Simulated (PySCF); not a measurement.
An equivalent PySCF input for Ne⁺ (neon, charge +1), [He] 2s2 2p5, 2P determinant, with the spin-free X2C one-electron Hamiltonian (Gaussian nucleus):

```python
from pyscf import gto, scf, dft, mp, cc
import basis_set_exchange as bse
mol = gto.M(atom="Ne 0 0 0", charge=1, spin=1, symmetry="D2h",
            basis=gto.basis.parse(bse.get_basis("x2c-SVPall", elements=["Ne"], fmt="nwchem", header=False)),
            nucmod="G")
mf = dft.UKS(mol, xc="PBE").sfx2c1e()
mf.irrep_nelec = {'Ag': (2, 2), 'B1u': (1, 1), 'B2u': (1, 1), 'B3u': (1, 0)}
mf.kernel()
```

It reaches the same state as the run whose output follows, with an energy that differs only through the grid. The run itself started from symmetry-adapted Hartree-Fock orbitals and held the occupation by maximum overlap, on a logarithmic radial grid, so the iterations belong to that start.

```
SCF conv_tol = 1e-09
number electrons alpha = 5  beta = 4
XC functionals = PBE
    J. P. Perdew, K. Burke, and M. Ernzerhof.,  Phys. Rev. Lett. 77, 3865 (1996)
    J. P. Perdew, K. Burke, and M. Ernzerhof.,  Phys. Rev. Lett. 78, 1396 (1997)
    J. P. Perdew, K. Burke, and M. Ernzerhof.,  Phys. Rev. Lett. 77, 3865 (1996)
    J. P. Perdew, K. Burke, and M. Ernzerhof.,  Phys. Rev. Lett. 78, 1396 (1997)
cycle= 1 E= -128.042673674435  delta_E= -0.00189  |g|= 0.0171  |ddm|= 0.0437
cycle= 2 E= -128.042702051299  delta_E= -2.84e-05  |g|= 0.0135  |ddm|= 0.0155
cycle= 3 E= -128.042750980156  delta_E= -4.89e-05  |g|= 0.000284  |ddm|= 0.00705
cycle= 4 E= -128.042751007238  delta_E= -2.71e-08  |g|= 1.21e-05  |ddm|= 0.000187
cycle= 5 E= -128.042751007316  delta_E= -7.8e-11  |g|= 5.41e-07  |ddm|= 1.2e-05
converged SCF energy = -128.042751007316  <S^2> = 0.75064476  2S+1 = 2.0006447
```
